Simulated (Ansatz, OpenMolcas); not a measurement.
## CH4BFO2 (SMILES COB(O)F): the vertical ionisation energy from total energies

The species is CH4BFO2 (9 atoms), meant as a singlet with charge 0. As SMILES, `COB(O)F`. The coordinates come from a PBE0-D4/def2-TZVP relaxation. This is one conformer, not always the lowest.

Both states at this one shape; open shells run unrestricted unless said. 1 Eh = 27.2114 eV.

```
                                  level     program  singlet CH4BFO2 (Eh)  doublet [CH4BFO2]+ (Eh)  HOMO of the first (eV)
                           PBE/def2-SVP      Ansatz           -315.223073              -314.830550                   -6.92
                         M06-L/def2-SVP  OpenMolcas           -315.534392              -315.132973                   -7.33
                         BHLYP/def2-SVP      Ansatz           -315.431576              -315.014983                  -10.21
B2PLYP/def2-SVP, 5 core orbitals frozen      Ansatz           -315.298813              -314.885811                  -10.17
```

Work out the vertical ionisation energy at each level.


1. PBE/def2-SVP: -314.830550 − (-315.223073) = 0.392523 Eh = 10.68 eV; −ε(HOMO) = 6.92 eV.
2. M06-L/def2-SVP: -315.132973 − (-315.534392) = 0.401419 Eh = 10.92 eV; −ε(HOMO) = 7.33 eV.
3. BHLYP/def2-SVP: -315.014983 − (-315.431576) = 0.416593 Eh = 11.34 eV; −ε(HOMO) = 10.21 eV.
4. B2PLYP/def2-SVP: -314.885811 − (-315.298813) = 0.413002 Eh = 11.24 eV; −ε(HOMO) = 10.17 eV.

No measured value is set beside it here; the levels span 10.68 to 11.34 eV. In semi-local functionals −ε(HOMO) lies far under the ionisation energy, a result of self-interaction.
